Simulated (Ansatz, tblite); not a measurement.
Spin states of BaSe₂⁻, each relaxed with PBE-D4/def2-TZVPD in Ansatz. Electronic energies in the gas phase.

In the def2 sets Ba takes a core potential; there is no spin–orbit coupling. The xTB rows come from tblite. Correlated methods freeze 18 core orbitals; core or outer-core shells of Ba, Se are correlated, in sets that lack core-valence functions. The rows differ in basis, and correlated rows in double-zeta sets carry the largest basis error. In CCSD on the charge -1 doublet the largest single amplitude is 0.30, so its Hartree–Fock determinant may place the open shell otherwise than the density functionals do. HOMO above LUMO, or a gap near zero within one spin, warns that the state may not be the lowest or that an electron is smeared out. The structure comes from a short search, and lower isomers may exist.

Doublet geometry (D∞h within 0.1 Å):

```xyz
3

Ba    0.0021    0.0019   -0.0013
Se   -1.8062    0.6355   -2.1155
Se    1.8041   -0.6374    2.1167
```

Quartet geometry (C2v within 0.1 Å):

Cartesian coordinates in Å:
```
Ba 0.236 0.039 -0.257
Se 1.144 -2.534 0.904
Se -1.380 2.495 -0.647
```

⟨S²⟩: doublet 0.76 at PBE0-D4/def2-TZVPD (pure 0.75), quartet 3.76 at PBE0-D4/def2-TZVPD (pure 3.75).

Only these spin states were relaxed.

Task: Estimate which spin state lies lowest at each of these levels, and by how much: GFN1-xTB; GFN2-xTB; HF/def2-SVPD; HF/def2-TZVPD; PBE-D4/def2-TZVPD; revPBE-D4/def2-TZVPD; BLYP-D4/def2-TZVPD; r2SCAN-D4/def2-TZVPD; B97M-V/def2-TZVPD; PBE0-D4/def2-TZVPD; BHLYP-D4/def2-TZVPD; RPA@PBE/def2-TZVPD; MP2/def2-SVPD; MP2/def2-TZVPD; CCSD/def2-SVPD; CCSD(T)/def2-SVPD.

Result: 
```
               level  quartet − doublet (kJ/mol)  lowest of these                                                             remarks
            GFN1-xTB                       292.0          doublet                                                                   –
            GFN2-xTB                       191.6          doublet                                                                   –
        HF/def2-SVPD                        21.3          doublet                                                                   –
       HF/def2-TZVPD                        19.8          doublet                                                                   –
   PBE-D4/def2-TZVPD                       180.3          doublet  HOMO above zero (quartet), gap within one spin near zero (quartet)
revPBE-D4/def2-TZVPD                       180.1          doublet  HOMO above zero (quartet), gap within one spin near zero (quartet)
  BLYP-D4/def2-TZVPD                       169.8          doublet  HOMO above zero (quartet), gap within one spin near zero (quartet)
r2SCAN-D4/def2-TZVPD                       187.4          doublet                                           HOMO above zero (quartet)
   B97M-V/def2-TZVPD                       157.5          doublet                                           HOMO above zero (quartet)
  PBE0-D4/def2-TZVPD                       171.5          doublet                                           HOMO above zero (quartet)
 BHLYP-D4/def2-TZVPD                       137.0          doublet                                                                   –
  RPA@PBE/def2-TZVPD                       133.4          doublet                                                                   –
       MP2/def2-SVPD                       131.9          doublet                                                                   –
      MP2/def2-TZVPD                       134.4          doublet                                                                   –
      CCSD/def2-SVPD                       119.2          doublet                                                                   –
   CCSD(T)/def2-SVPD                       140.1          doublet                                                                   –
```

Change of the quartet − doublet gap on mixing in exact exchange, in kJ/mol: PBE to PBE0 (25 % exact exchange) -8.8; BLYP to BHLYP (50 % exact exchange) -32.8. The xTB methods have no spin-polarisation term.
